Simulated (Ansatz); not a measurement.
`C[CH](F)[InH2]` + `OBF` → `FB[O][InH2]` + `CCF` at 400 K and 1 bar (ligand exchange at the In–C bond).

Calculated with Ansatz (gas phase, PBE0-D4/def2-TZVP geometries, no zero-point term in ΔE). CCSD(T)/CBS adds triple-zeta CCSD(T) − MP2 to the extrapolated MP2 energy (def2 sets, frozen cores). This one scheme is used for every species. Elements past krypton have def2 core potentials. For In outer-core shells are correlated without core-valence functions, which leaves a few kJ/mol of doubt a bond. Each species was taken in one conformer, which may not be the lowest.

```
         species  CCSD(T)/CBS energy (Eh)  H − E (kJ/mol)  S (J/(mol·K))
`C[CH](F)[InH2]`               -369.27081           210.6          383.6
           `OBF`               -201.07426            96.4          268.5
   `FB[O][InH2]`               -391.48685           111.3          360.6
           `CCF`               -178.90141           197.7          282.3
```

H − E and S are ideal-gas, rigid-rotor, harmonic terms from PBE0-D4/def2-TZVP, for one conformer and one mirror image of each species. 1 Eh = 2625.50 kJ/mol, R = 8.31446 J/(mol·K).

Problem. By hand: ΔE, ΔH, ΔS and ΔG.

Solution. ΔE = (-391.48685) + (-178.90141) − (-369.27081) − (-201.07426) = -0.04319 Eh = -113.4 kJ/mol. Δ(H − E) = 111.3 + 197.7 − 210.6 − 96.4 = 2.0, so ΔH = -111.4 kJ/mol. ΔS = 360.6 + 282.3 − 383.6 − 268.5 = -9.2 J/(mol·K). ΔG = -111.4 − 400 × (-9.2)/1000 = -107.7 kJ/mol.

Problem. By hand: the equilibrium constant, and the temperature at which ΔG would vanish if ΔH and ΔS stayed fixed.

Solution. log₁₀ K = −ΔG/(RT ln 10) = 14.1. ΔG = 0 at ΔH/ΔS = 12109 K, far beyond where these terms or the molecules hold.

The number of gas molecules stays the same, so ΔS is small and ΔH decides. A doubt of 5 kJ/mol in ΔE shifts log₁₀ K by 0.7 here. Other conformers and mirror images would add mixing entropy, several J/(mol·K) or more a flexible species. Modes under 60 cm⁻¹, often nearly free rotors, make the harmonic entropy too high. These are equilibria of isolated gas molecules and say nothing of rates. Largest T1 diagnostic: 0.016 (customary marks: 0.02 for closed shells, 0.045 for open ones).
